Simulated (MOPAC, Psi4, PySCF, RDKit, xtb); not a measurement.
Two geometries of C₂H₆SSe, SMILES CSC[SeH], relaxed at B3LYP-D3(BJ)/def2-SVP with one dihedral held; other torsions can differ between them too.

Structure A

```
10

C     -1.5521     0.4432     0.0829
S     -0.5137    -0.8130     0.8858
C      0.8922    -0.8081    -0.2519
Se     1.9240     0.9008    -0.3683
H     -2.4694     0.5315     0.6817
H     -1.0443     1.4205     0.0712
H     -1.8216     0.1480    -0.9432
H      0.5585    -1.0501    -1.2706
H      1.5805    -1.5919     0.0861
H      3.1980     0.3021     0.0705
```

Structure B

```
10

C     -1.5496     0.4313     0.0808
S     -0.5173    -0.8329     0.8763
C      0.9040    -0.8104    -0.2465
Se     1.9485     0.8799    -0.3666
H     -2.4453     0.5545     0.7054
H     -1.0096     1.3897     0.0347
H     -1.8571     0.1233    -0.9309
H      0.5810    -1.0170    -1.2772
H      1.5814    -1.6139     0.0672
H      2.8810     0.5210     0.7183
```

**Question.** Which is lower in energy at the level DF-MP2 (frozen core)/cc-pVTZ // B3LYP-D3(BJ)/def2-SVP run with Psi4, and by how much?

**Answer.** B is lower, by 5.95 kJ/mol (dihedral S2–C3–Se4–H10: 120° in A, 90° in B).

E(B) − E(A) in kJ/mol at the other levels, on the same two geometries: B3LYP/def2-TZVP // B3LYP-D3(BJ)/def2-SVP (Psi4) -5.45; B3LYP-D3(BJ)/def2-TZVP // B3LYP-D3(BJ)/def2-SVP (Psi4) -5.57; PBE/def2-TZVP // B3LYP-D3(BJ)/def2-SVP (Psi4) -5.94; PBE-D3(BJ)/def2-TZVP // B3LYP-D3(BJ)/def2-SVP (Psi4) -6.02; HF/cc-pVTZ // B3LYP-D3(BJ)/def2-SVP (Psi4) -5.01; UFF // B3LYP-D3(BJ)/def2-SVP (RDKit) 0.18; AM1, restricted, heats of formation // B3LYP-D3(BJ)/def2-SVP (MOPAC) -3.15; PM3, restricted, heats of formation // B3LYP-D3(BJ)/def2-SVP (MOPAC) -3.97; GFN1-xTB // B3LYP-D3(BJ)/def2-SVP (xtb) -4.19; restricted B3LYP/6-31G*, spherical d // B3LYP-D3(BJ)/def2-SVP (PySCF) -5.91; restricted Hartree-Fock/LANL2DZ, with its core potentials past Ne // B3LYP-D3(BJ)/def2-SVP (PySCF) -6.91; restricted Hartree-Fock/STO-3G // B3LYP-D3(BJ)/def2-SVP (PySCF) -5.08.
